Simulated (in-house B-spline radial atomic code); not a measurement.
# Binding energies in the zirconium ion Zr⁸⁺

NIST's tabulated ground configuration is [Ar] 3d10 4s2 4p2; each binding energy is the energy of the ion with one electron taken from that subshell, relaxed, less that of the parent. Computed with a radial B-spline atomic code at the basis-set limit: Dirac-Hartree-Fock, average of configuration, Fermi nucleus of rms radius 4.2694 fm. Energies include first-order Breit, QED and recoil terms.

```
subshell  X-ray name  binding energy (eV)  -ε (eV)  relaxation (eV)
      1s           K              18147.3  18243.5             49.8
      2s          L1               2685.3   2712.2             22.5
      3s          M1                576.4    582.0              5.0
   3d3/2          M4                324.7    330.5              5.7
   3d5/2          M5                322.3    327.9              5.6
      4s          N1                175.6    176.1              0.4
      4p        N2,3                150.6    151.0              0.3
```

Relaxation = -ε minus the binding energy without Breit, QED and recoil terms.

Q: What does it cost to remove both a 1s and a 3d5/2 electron?

A: 18521 eV, which is 51.7 eV more than the two single binding energies together.
